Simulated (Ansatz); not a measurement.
A run for Ansatz (a program for electronic structure): R-RI-MP2/cc-pV(Q+d)Z on H2O (SMILES O). The basis file is the Basis Set Exchange's JSON of that set.

Ansatz 0.2 input:
```yaml
crystal:
  periodic: [false, false, false]
  atoms:
    - {symbol: O, position_ang: [0.00000000, -0.00000000, 0.40073248]}
    - {symbol: H, position_ang: [-0.00000000, 0.75701187, -0.20041624]}
    - {symbol: H, position_ang: [-0.00000000, -0.75701187, -0.20041624]}
basis:
  gaussian:
    orbitals: cc-pV_Q+d_Z.json
    fitting: {mean_field: def2-universal-JKFIT, correlation: cc-pVQZ-RIFIT.json}
magnetization: {spin_polarized: false}
correlation: {method: mp2, electrons: outside_noble_gas}
scf: {lower_state_search: off}
```

Program output:

```
WARN ansatz: RAYON_NUM_THREADS=4 ignored (pool sized by the plan → 4); use --threads N
Functional definition: HF
these checks for a lower state are left out or cut short: stability, starts, cluster_reference, orbital_swaps, neighbouring_geometries, increment
integrals: 0.02 GiB planned
113 factors; integrals over basis functions are off by at most 2.4e0 eV
242 factors; integrals over basis functions are off by at most 6.0e-1 eV
mean field: 0.09 GiB planned
mean field evaluation 1: about -2068.0019 eV, gradient 3.3e1 eV
mean field evaluation 2: about -2069.1356 eV, gradient 2.2e1 eV
mean field evaluation 4: about -2069.8030 eV, gradient 3.5e-1 eV
mean field evaluation 8: about -2069.8035 eV, gradient 9.7e-7 eV
mean field -2069.80354241 eV, -76.0638772205 hartree, gradient 9.7e-7 eV, S^2 0.000000; 0 other end points of the search recorded, 0 dependent functions left out
1 core orbitals not correlated
reference -2069.80354241 eV, -76.0638772205 hartree; 4, 4 occupied and 110, 110 virtual orbitals, 242 factors
second order -7.71504532 eV of doubles, -0.00000000 eV of singles
Total energy: -2077.51858773 eV, -76.3473999065 hartree
Checks for a lower state left out: stability, starts, cluster_reference, orbital_swaps, neighbouring_geometries, increment
```

The run converged.

Cost: around 0.4 core-seconds (rough).
